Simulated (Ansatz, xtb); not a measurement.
# Relative energy of two isomers of BGeH7OSi

Structure a: `[BH2][GeH2][SiH2]O`, a singlet. Structure b: `B[SiH2][GeH2][OH]`, a singlet. Both are isolated molecules in the gas phase, relaxed with B3LYP-D3(BJ)/def2-SVP; each stands in its lowest conformer found.

Q: Which of the two would you expect CCSD(T)/def2-SVP + ΔMP2/def2-TZVPP electronic energies to favour?

A: Structure a; the calculation gives E(b) − E(a) = +0.709 eV.

Level by level:

```tsv
level	geometry	E(b) − E(a) (eV)	departure from the last row (eV)	job, with rough time for the two
GFN2-xTB	GFN2-xTB	+0.717	+0.007	optimisation, 0.18 s
HF/STO-3G	GFN2-xTB	+0.353	−0.356	single point, 0.44 s
r2SCAN-D4/def2-SVP	GFN2-xTB	+0.555	−0.154	single point, 2.7 s
B3LYP-D3(BJ)/def2-SVP	B3LYP-D3(BJ)/def2-SVP	+0.592	−0.117	optimisation, 64 s
HF/def2-SVP	B3LYP-D3(BJ)/def2-SVP	+0.641	−0.068	part of the CCSD(T) run
MP2/def2-SVP	B3LYP-D3(BJ)/def2-SVP	+0.613	−0.096	part of the CCSD(T) run
CCSD(T)/def2-SVP	B3LYP-D3(BJ)/def2-SVP	+0.574	−0.135	single point
CCSD(T)/def2-SVP + ΔMP2/def2-TZVPP	B3LYP-D3(BJ)/def2-SVP	+0.709		single point, 27 s
```

As drawn, b has 1 B–Si, 1 Ge–O in place of 1 B–Ge, 1 O–Si.

None of the levels shown reverses the order. The largest departure from CCSD(T)/def2-SVP + ΔMP2/def2-TZVPP is that of HF/STO-3G, 0.356 eV. The last row adds to CCSD(T) the change of the MP2 difference between the two basis sets, here +0.135 eV, a large step that makes the value less sure.

With thermal terms from frequencies at re-optimised GFN2-xTB minima (ideal gas, soft modes damped towards free rotors, one conformer each, 298.15 K, 1 atm): on the last row, ΔE + ΔZPE = +0.660, ΔH = +0.663, ΔG = +0.667 eV.

The correlated steps freeze 16 core orbitals; the filled d shell of Ge is correlated, in a basis made for valence electrons. Run with Ansatz 0.2.0, xtb 6.7.1; the last row on 2 threads of Intel(R) Xeon(R) 6975P-C (Granite Rapids) on a shared host.
